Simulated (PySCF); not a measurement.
CH10O2Si3, SMILES O[Si@@H]([Si@@H](C)O)[SiH3].

Coordinates come from a PBE-D3(BJ)/def2-SVP optimisation. The structure was generated by enumeration; whether it is a known compound was not checked. One conformer was computed; it need not be the lowest.

Computed with PBE-D3(BJ)/def2-SVP run with PySCF.

Frequencies are harmonic and unscaled.

| mode | ν (cm⁻¹) | IR (km/mol) | moving atoms (share of kinetic energy) |
|---|---|---|---|
| 1 | 32 | 1.1 | O 40 %, C 23 %, H 21 %, Si 16 % |
| 2 | 57 | 3.5 | O 47 %, Si 25 %, H 22 % |
| 3 | 76 | 1.8 | Si 34 %, C 32 %, H 27 % |
| 4 | 99 | 1.0 | H 91 % |
| 5 | 143 | 2.5 | O 38 %, H 36 %, Si 24 % |
| 6 | 155 | 1.7 | H 81 %, O 12 % |
| 7 | 188 | 0.9 | H 37 %, O 34 %, Si 21 %, C 8 % |
| 8 | 190 | 45.6 | H 77 %, Si 16 % |
| 9 | 232 | 105.4 | H 38 %, O 32 %, Si 25 % |
| 10 | 239 | 57.1 | H 65 %, O 27 % |
| 11 | 249 | 14.0 | Si 41 %, H 33 %, O 15 %, C 10 % |
| 12 | 368 | 0.4 | Si 74 %, H 20 % |
| 13 | 431 | 5.3 | Si 60 %, H 35 % |
| 14 | 457 | 7.1 | H 79 %, Si 19 % |
| 15 | 495 | 27.4 | H 59 %, Si 38 % |
| 16 | 622 | 4.6 | H 79 %, C 15 % |
| 17 | 658 | 11.8 | H 51 %, C 27 %, Si 18 % |
| 18 | 677 | 151.2 | H 81 %, Si 14 % |
| 19 | 715 | 45.3 | H 73 %, C 14 %, Si 10 % |
| 20 | 752 | 155.6 | H 85 % |
| 21 | 767 | 50.1 | H 59 %, O 26 % |
| 22 | 786 | 221.2 | O 51 %, H 24 %, Si 23 % |
| 23 | 827 | 164.2 | H 75 %, Si 15 % |
| 24 | 845 | 72.1 | H 61 %, Si 19 %, O 16 % |
| 25 | 872 | 129.3 | H 85 % |
| 26 | 882 | 51.7 | H 58 %, Si 25 %, O 14 % |
| 27 | 889 | 62.0 | H 73 %, Si 16 %, O 10 % |
| 28 | 900 | 29.1 | H 97 % |
| 29 | 907 | 7.0 | H 90 % |
| 30 | 1211 | 23.3 | H 79 %, C 21 % |
| 31 | 1372 | 4.6 | H 96 % |
| 32 | 1380 | 3.8 | H 96 % |
| 33 | 2094 | 112.3 | H 97 % |
| 34 | 2118 | 77.8 | H 97 % |
| 35 | 2153 | 113.5 | H 97 % |
| 36 | 2155 | 99.7 | H 97 % |
| 37 | 2167 | 86.0 | H 96 % |
| 38 | 2968 | 1.7 | H 97 % |
| 39 | 3066 | 3.1 | H 91 %, C 9 % |
| 40 | 3077 | 2.3 | H 91 %, C 9 % |
| 41 | 3745 | 111.6 | H 94 % |
| 42 | 3747 | 14.4 | H 94 % |
